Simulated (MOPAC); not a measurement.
MOPAC input (AM1):

```
AM1 PRECISE GNORM=0.05 LET XYZ UHF MS=0.5 GEO-OK AUX(PRECISION=9) THREADS=1
C5H11O

C    -2.27486008 1   -0.51736437 1   -1.03478591 1
C    -1.64988732 1    0.21539019 1    0.16517997 1
C    -0.34875673 1   -0.35784894 1    0.59890388 1
C     0.93184616 1    0.37681533 1    0.44359211 1
C     1.35612331 1    0.52540917 1   -1.02466243 1
O     1.92803086 1   -0.32468170 1    1.19068545 1
H    -2.43113331 1   -1.57270680 1   -0.80410268 1
H    -3.24118476 1   -0.08177839 1   -1.29837853 1
H    -1.62453084 1   -0.46209101 1   -1.90931701 1
H    -2.36666892 1    0.17968772 1    0.99588294 1
H    -1.52729365 1    1.27438447 1   -0.08216508 1
H    -0.29817783 1   -1.37757272 1    0.96022045 1
H     0.80928359 1    1.39243189 1    0.85813628 1
H     2.28373772 1    1.10090834 1   -1.10074810 1
H     0.59173285 1    1.05150471 1   -1.59898499 1
H     1.51362120 1   -0.45833453 1   -1.46863825 1
H     2.77957512 1    0.09661156 1    1.03324575 1
```

Output:

```
 *******************************************************************************
 **                                                                           **
 **                              MOPAC v23.2.5                                **
 **                                                                           **
 *******************************************************************************
 ** MOPAC's Digital Object Identifier: https://doi.org/10.5281/zenodo.6511958 **
 **                                                                           **
 ** Please cite the open-source release paper for use of this MOPAC version:  **
 ** J. E. Moussa and J. J. P. Stewart (2026)                                  **
 ** MOPAC: An open-source semiempirical molecular orbital program             **
 ** J. Open Source Softw., 11(119), 8025, https://doi.org/10.21105/joss.08025 **
 *******************************************************************************

                              AM1 CALCULATION RESULTS

 *******************************************************************************
 *  AM1        - The AM1 Hamiltonian to be used
 *  GEO-OK     - OVERRIDE INTERATOMIC DISTANCE AND OTHER SAFETY CHECKS
 *  UHF        - UNRESTRICTED HARTREE-FOCK CALCULATION
 *  MS=        - IN MECI, MAGNETIC COMPONENT OF SPIN =  0.5
 *  LET        - OVERRIDE SOME SAFETY CHECKS
 *  PRECISE    - TIGHTER CRITERIA TO BE USED
 *  XYZ        - CARTESIAN COORDINATE SYSTEM TO BE USED
 *  GNORM      - EXIT WHEN GRADIENT NORM DROPS BELOW 0.050
 *  AUX        - OUTPUT AUXILIARY INFORMATION
 *******************************************************************************
AM1 PRECISE GNORM=0.05 LET XYZ UHF MS=0.5 GEO-OK AUX(PRECISION=9) THREADS=1
 C5H11O

   ATOM   CHEMICAL          X               Y               Z
  NUMBER   SYMBOL      (ANGSTROMS)     (ANGSTROMS)     (ANGSTROMS)

     1       C         -2.27486008  *  -0.51736437  *  -1.03478591  *
     2       C         -1.64988732  *   0.21539019  *   0.16517997  *
     3       C         -0.34875673  *  -0.35784894  *   0.59890388  *
     4       C          0.93184616  *   0.37681533  *   0.44359211  *
     5       C          1.35612331  *   0.52540917  *  -1.02466243  *
     6       O          1.92803086  *  -0.32468170  *   1.19068545  *
     7       H         -2.43113331  *  -1.57270680  *  -0.80410268  *
     8       H         -3.24118476  *  -0.08177839  *  -1.29837853  *
     9       H         -1.62453084  *  -0.46209101  *  -1.90931701  *
    10       H         -2.36666892  *   0.17968772  *   0.99588294  *
    11       H         -1.52729365  *   1.27438447  *  -0.08216508  *
    12       H         -0.29817783  *  -1.37757272  *   0.96022045  *
    13       H          0.80928359  *   1.39243189  *   0.85813628  *
    14       H          2.28373772  *   1.10090834  *  -1.10074810  *
    15       H          0.59173285  *   1.05150471  *  -1.59898499  *
    16       H          1.51362120  *  -0.45833453  *  -1.46863825  *
    17       H          2.77957512  *   0.09661156  *   1.03324575  *

          CARTESIAN COORDINATES

    NO.       ATOM           X           Y           Z

     1         C         -2.2749     -0.5174     -1.0348
     2         C         -1.6499      0.2154      0.1652
     3         C         -0.3488     -0.3578      0.5989
     4         C          0.9318      0.3768      0.4436
     5         C          1.3561      0.5254     -1.0247
     6         O          1.9280     -0.3247      1.1907
[...]
  15    H        0.895071832     1.498728535    -1.391784161
  16    H        1.930689899     0.008183079    -1.454347941
  17    H        2.649246779    -0.045287946     1.270820837

           Empirical Formula: C5 H11 O  =    17 atoms

      MOLECULAR POINT GROUP   :   C1

          ALPHA EIGENVALUES
 -38.80114 -35.31886 -31.47454 -27.45678 -23.40865 -20.71909 -17.88602 -16.19041
 -15.89309 -15.09502 -14.16376 -13.67445 -13.33377 -12.82253 -12.20744 -12.07204
 -11.86078 -11.08850  -8.97187   3.29483   3.79479   3.89112   3.95409   4.10895
   4.20508   4.29901   4.52346   4.63428   4.84782   4.88807   4.94046   5.02472
   5.10195   5.47065   6.34913

           BETA EIGENVALUES
 -38.64302 -35.03469 -31.41768 -26.90628 -23.39973 -20.19643 -17.84621 -16.07625
 -15.68048 -14.99036 -14.04878 -13.59682 -13.30814 -12.79946 -12.05042 -11.89602
 -11.72838 -10.99273   1.06563   3.47162   3.90336   4.01386   4.07982   4.24107
   4.32043   4.42575   4.54955   4.74000   4.86757   5.03778   5.05233   5.13563
   5.41345   5.73675   6.36986

              NET ATOMIC CHARGES AND DIPOLE CONTRIBUTIONS

  ATOM NO.   TYPE          CHARGE      No. of ELECS.   s-Pop       p-Pop
    1          C          -0.208177        4.2082     1.22399     2.98418
    2          C          -0.126252        4.1263     1.20133     2.92492
    3          C          -0.223998        4.2240     1.26837     2.95563
    4          C           0.059961        3.9400     1.20600     2.73404
    5          C          -0.242274        4.2423     1.23380     3.00848
    6          O          -0.326862        6.3269     1.87414     4.45272
    7          H           0.076882        0.9231     0.92312
    8          H           0.072081        0.9279     0.92792
    9          H           0.075880        0.9241     0.92412
   10          H           0.089234        0.9108     0.91077
   11          H           0.085655        0.9143     0.91435
   12          H           0.146264        0.8537     0.85374
   13          H           0.075272        0.9247     0.92473
   14          H           0.071797        0.9282     0.92820
   15          H           0.085615        0.9144     0.91439
   16          H           0.091722        0.9083     0.90828
   17          H           0.197200        0.8028     0.80280
 DIPOLE           X         Y         Z       TOTAL
 POINT-CHG.    -0.412     1.116    -0.722     1.392
 HYBRID         0.442     0.489    -0.052     0.662
 SUM            0.031     1.605    -0.774     1.783

          ATOMIC ORBITAL ELECTRON POPULATIONS

     Atom    s        px        py        pz
    1  C   1.22399   0.97593   0.99169   1.01656
    2  C   1.20133   0.93666   0.98116   1.00710
    3  C   1.26837   0.92665   1.00089   1.02808
    4  C   1.20600   0.89719   0.91934   0.91751
    5  C   1.23380   1.00466   1.01828   0.98554
    6  O   1.87414   1.26338   1.41787   1.77147
    7  H   0.92312
    8  H   0.92792
    9  H   0.92412
   10  H   0.91077
   11  H   0.91435
   12  H   0.85374
   13  H   0.92473
   14  H   0.92820
   15  H   0.91439
   16  H   0.90828
   17  H   0.80280

                    (SZ)    =    0.500000
                    (S**2)  =    0.762586

          ATOMIC ORBITAL SPIN POPULATIONS

    Atom   Total    s     px     py     pz
         Atomic
    1  C  0.0091  0.001  0.004  0.003  0.001
    2  C -0.0986 -0.010 -0.036 -0.025 -0.027
    3  C  1.0796  0.063  0.117  0.059  0.841
    4  C -0.0874 -0.011 -0.031 -0.024 -0.021
    5  C  0.0452  0.008  0.009  0.008  0.021
    6  O  0.0046 -0.000  0.002  0.003  0.000
    7  H -0.0013 -0.001
    8  H -0.0028 -0.003
    9  H -0.0015 -0.001
   10  H  0.0497  0.050
   11  H  0.0392  0.039
   12  H -0.0560 -0.056
   13  H  0.0294  0.029
   14  H -0.0013 -0.001
   15  H -0.0026 -0.003
   16  H -0.0032 -0.003
   17  H -0.0021 -0.002

 **********************
 *                    *
 * JOB ENDED NORMALLY *
 *                    *
 **********************

 == MOPAC DONE ==
```

The geometry given is a B3LYP-D3(BJ)/def2-TZVP minimum.
